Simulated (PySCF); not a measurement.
**K (potassium, neutral) across methods**

[Ar] 4s1, 2S determinant. Calculation: PySCF 2.14, in x2c-QZVPPall (11s7p4d3f, 73 functions); the spin-free X2C one-electron Hamiltonian (Gaussian nucleus).

| method | E (hartree) | mean ε 3p α (eV) | mean ε 3p β (eV) | mean ε 4s α (eV) | Σ⟨r²⟩ (bohr²) | ⟨S²⟩ |
| --- | --- | --- | --- | --- | --- | --- |
| TPSS | -602.250 | -19.090 | -19.019 | -2.471 | 48.57 | 0.750 |
| r2SCANh | -602.196 | -20.155 | -20.107 | -2.772 | 47.73 | 0.750 |
| r2SCAN | -602.197 | -19.434 | -19.387 | -2.599 | 47.74 | 0.750 |
| LDA | -600.488 | -18.826 | -18.754 | -2.625 | 46.65 | 0.750 |
| PBE0 | -602.065 | -20.861 | -20.786 | -2.994 | 48.05 | 0.750 |
| wB97X-V | -602.152 | -23.493 | -23.446 | -4.169 | 48.79 | 0.750 |
| UHF | -601.46402 | -25.957 | -25.914 | -4.032 | 50.89 | 0.750 |

(1) Estimate the same row for PBE.

## Answers

(1) E (hartree) = -602.024; mean ε 3p α (eV) = -18.813; mean ε 3p β (eV) = -18.727; mean ε 4s α (eV) = -2.537; Σ⟨r²⟩ (bohr²) = 47.72; ⟨S²⟩ = 0.750.
